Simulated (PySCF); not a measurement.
From one molecule to another.

First species: C6H2F4.
InChI=1S/C6H2F4/c7-3-1-4(8)6(10)5(9)2-3/h1-2H

Second species: 1,3-propanediol, C3H8O2.
SMILES: `OCCCO`

Levels: CAM-B3LYP/def2-SVPD for dipole moment, HOMO energy, LUMO energy, HOMO–LUMO gap, static isotropic polarisability and electronic spatial extent ⟨r²⟩ about the centre of nuclear charge; TDDFT CAM-B3LYP/def2-SVPD for lowest singlet excitation; TDA CAM-B3LYP/def2-SVPD for lowest triplet excitation (Tamm–Dancoff); ΔSCF CAM-B3LYP/def2-SVPD for vertical ionisation energy; PBE0-D3(BJ)/def2-SVP for rotational constant A and rotational constant C. Geometries: PBE0-D3(BJ)/def2-SVP. Each species is one conformer at its optimised geometry, gas phase, non-relativistic unless stated. Electronic properties by PySCF.

Dipoles, sizes and rotational constants follow the conformer. The torsions of the flexible species, by atom-mapped SMILES:
- `[OH:1][CH2:2][CH2:3][CH2:4][OH:5]`: O1–C2–C3–C4 70°, C2–C3–C4–O5 -59°, H–O1–C2–C3 -44°, H–O5–C4–C3 172°

Values for the first species:

| Item | Value |
| --- | --- |
| Dipole moment | 1.47 D |
| HOMO energy | -8.91 eV |
| LUMO energy | 0.03 eV |
| HOMO–LUMO gap | 8.94 eV |
| Lowest singlet excitation | 5.39 eV |
| Lowest triplet excitation (Tamm–Dancoff) | 4.08 eV |
| Static isotropic polarisability | 68.9 au |
| Vertical ionisation energy | 9.76 eV |
| Electronic spatial extent ⟨r²⟩ about the centre of nuclear charge | 1337 bohr² |
| Rotational constant A | 1.763 GHz |
| Rotational constant C | 0.730 GHz |

Problem. Estimate the same properties for the second species, and the change in each.

Solution. 
| property | first | second | second less first |
| --- | --- | --- | --- |
| dipole moment | 1.47 D | 3.71 D | +2.24 D |
| HOMO energy | -8.91 eV | -8.95 eV | -0.04 eV |
| LUMO energy | 0.03 eV | 0.85 eV | +0.82 eV |
| HOMO–LUMO gap | 8.94 eV | 9.80 eV | +0.86 eV |
| lowest singlet excitation | 5.39 eV | 7.07 eV | +1.68 eV |
| lowest triplet excitation (Tamm–Dancoff) | 4.08 eV | 6.77 eV | +2.69 eV |
| static isotropic polarisability | 68.9 au | 48.6 au | -20.3 au |
| vertical ionisation energy | 9.76 eV | 10.09 eV | +0.33 eV |
| electronic spatial extent ⟨r²⟩ about the centre of nuclear charge | 1337 bohr² | 456 bohr² | -881 bohr² |
| rotational constant A | 1.763 GHz | 7.760 GHz | +5.997 GHz |
| rotational constant C | 0.730 GHz | 2.931 GHz | +2.201 GHz |

On the first: The vertical singlet–triplet gap S1 − T1 is 1.31 eV (TDDFT singlet less Tamm–Dancoff triplet; S1: HOMO→LUMO, weight 0.67; T1: HOMO→LUMO+1, weight 0.52, beside HOMO−1→LUMO, weight 0.43). The principal polarisabilities are 41.4, 81.9 and 83.4 au; their mean is the isotropic value.

On the second: In wavenumbers S1 is 57000 cm⁻¹ (1 eV = 8065.54 cm⁻¹). The dipole matches unit charges of opposite sign 0.77 Å apart (1 e·Å = 4.8032 D).
